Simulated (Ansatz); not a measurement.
`C[SiH2][SiH2]Br` + `S=C[SiH2]S` → `S=C[SiH2]Br` + `C[SiH2][SiH2]S`  (redistribution)

Computed with Ansatz on PBE0-D4/def2-TZVP structures; ΔE is electronic, products minus reactants. CCSD(T)/CBS is the MP2 limit (def2-TZVPP, def2-QZVPP) plus CCSD(T) − MP2 in def2-TZVPP, frozen cores. Functionals use def2-TZVPP. B3LYP here is the variant with VWN-RPA as its local correlation; programs differ in this. For Br outer-core shells are correlated without core-valence functions, which leaves a few kJ/mol of doubt a bond. Scalar relativity is left out up to krypton. One conformer a species, not always the lowest.

`C[SiH2][SiH2]Br`:

Z-matrix (Å, degrees):
```
C
Si 1 1.872
H 1 1.092 2 110.9
H 1 1.092 2 110.7 3 -120.2
H 1 1.092 2 110.3 3 119.9
Si 2 2.339 1 110.3 3 -62.4
H 2 1.489 1 111.1 3 178.3
H 2 1.491 1 111.2 3 57.9
Br 6 2.239 2 107.5 1 -54.5
H 6 1.486 2 112.8 1 63.0
H 6 1.485 2 113.5 1 -172.9
```

`S=C[SiH2]S`:

Z-matrix (Å, degrees):
```
Si
C 1 1.877
S 1 2.136 2 109.2
H 1 1.485 2 110.2 3 114.0
H 1 1.480 2 108.4 3 -123.1
S 2 1.611 1 122.6 3 113.8
H 2 1.095 1 118.1 3 -64.0
H 3 1.344 1 94.1 2 -63.7
```

`S=C[SiH2]Br`:

Z-matrix (Å, degrees):
```
Si
C 1 1.877
Br 1 2.224 2 110.4
H 1 1.479 2 109.1 3 119.0
H 1 1.479 2 109.1 3 -119.1
S 2 1.609 1 117.0 3 179.0
H 2 1.093 1 122.1 3 -1.2
```

`C[SiH2][SiH2]S`:

```xyz
12

C     0.642   -0.395   -1.702
Si   -0.832    0.045   -0.632
Si   -0.118    0.858    1.441
S     1.106   -0.626    2.403
H     1.229    0.496   -1.935
H     0.320   -0.849   -2.642
H     1.291   -1.101   -1.180
H    -1.664   -1.165   -0.367
H    -1.702    1.052   -1.305
H     0.795    2.023    1.296
H    -1.256    1.264    2.312
H     0.189   -1.604    2.311
```

Task: Is it downhill or uphill in electronic energy at CCSD(T)/CBS, and by how much? (An estimate is asked.)

Result: Ansatz gave: Nearly level: ΔE = +0.6 kcal/mol.

Task: What do these levels give: PBE0-D4, B3LYP-D4, B2PLYP, r2SCAN, B3LYP, HF/def2-TZVPP? (Estimate.)

Result: The calculation gave: PBE0-D4 0.6, B3LYP-D4 0.8, B2PLYP 0.6, r2SCAN 0.5, B3LYP 0.8, HF/def2-TZVPP 1.3 kcal/mol.

Largest T1 diagnostic among the species: 0.014.

In def2-TZVPP, CCSD(T) changes the Hartree–Fock value by −0.8 kcal/mol (the triples alone add −0.1 kcal/mol) and MP2 by −0.8 kcal/mol.
